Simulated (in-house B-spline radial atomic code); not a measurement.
# Ga⁸⁺: [Ar] 3d5

Level of theory: Dirac-Kohn-Sham CAM-B3LYP, spherical fractional occupations, Fermi nucleus of rms radius 3.9973 fm; calculated with an all-electron radial atomic-structure program (B-spline basis).

Effective charges: Z_r = [3n² - l(l+1)]/(2<r>) from the radius, Z_e = n√(-2ε) from the energy, and Slater's rules. Values are occupation-weighted means over j.

```csv
shell,electrons,ε (eV),<r> (bohr),Z_r,Z_e,Slater
1s,2,-10466,0.0486,30.86,27.73,30.70
2s,2,-1475.4,0.2172,27.62,20.83,26.85
2p,6,-1309.4,0.1904,26.26,19.62,26.85
3s,2,-332.26,0.6189,21.81,14.83,19.75
3p,6,-280.19,0.6287,19.88,13.61,19.75
3d,5,-191.43,0.6304,16.66,11.25,11.60
```

The least bound orbital is 3d5/2 at -191.2 eV, and it is also the most diffuse (<r> = 0.6314 bohr).

Spin-orbit splittings of the orbital energies (j = l + 1/2 above j = l - 1/2 when positive): 2p 27.73 eV, 3p 4.276 eV, 3d 0.6726 eV.

For the 1s electron the small component carries 1.25 % of the norm, the zero-frequency Breit interaction raises the level by 14.69 eV, self-energy by 7.532 eV, and vacuum polarisation lowers it by 0.7122 eV.

Caution: exact exchange at fractional occupations of open shells leaves self-interaction of up to several eV.
